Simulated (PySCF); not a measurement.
3-chloro-1,1-difluoropropa-1,2-diene (C3HClF2), SMILES FC(F)=C=CCl. Atoms are numbered in the order given.

```xyz
7

F     -2.1648     0.1840     1.0814
C     -1.4390    -0.0283     0.0000
F     -2.1648     0.1840    -1.0814
C     -0.1885    -0.4087     0.0000
C      1.0641    -0.7770     0.0000
Cl     2.4092     0.3408     0.0000
H      1.3911    -1.8221     0.0000
```

The structure is a stationary point at B3LYP-D3(BJ)/def2-SVP.

Computed with TDA-M06-2X/def2-SVPD in PySCF.

Vertical excitations.  State labels are in the subgroup Cs.

List the lowest excited states. (The exact figures need the calculation; the answer reports its results.)


```tsv
state	symmetry	energy (eV)	λ (nm)	f	main pairs
S1	A"	4.78	259	0.000	HOMO→LUMO 97 %
S2	A"	5.88	211	0.000	HOMO−1→LUMO+1 94 %
S3	A'	6.64	187	0.017	HOMO−1→LUMO 61 %, HOMO→LUMO+1 32 %
S4	A"	6.92	179	0.000	HOMO−2→LUMO 98 %
S5	A'	7.29	170	0.007	HOMO−2→LUMO+1 83 %
S6	A'	7.36	168	0.016	HOMO→LUMO+2 86 %
S7	A"	7.58	164	0.005	HOMO−1→LUMO+2 66 %, HOMO−1→LUMO+3 19 %
S8	A'	7.92	157	1.166	HOMO→LUMO+1 55 %, HOMO−1→LUMO 23 %, HOMO−3→LUMO 10 %
S9	A"	8.19	151	0.001	HOMO−1→LUMO+3 25 %, HOMO−1→LUMO+2 24 %, HOMO−3→LUMO+1 20 %, HOMO−1→LUMO+4 19 %
S10	A'	8.41	147	0.050	HOMO→LUMO+3 87 %
T1	A'	4.34	286	0	HOMO−1→LUMO 78 %
T2	A"	4.52	274	0	HOMO→LUMO 98 %
T3	A'	4.72	263	0	HOMO→LUMO+1 74 %, HOMO−1→LUMO 13 %
T4	A"	5.53	224	0	HOMO−1→LUMO+1 94 %
```
Triplets are in the Tamm–Dancoff approximation.
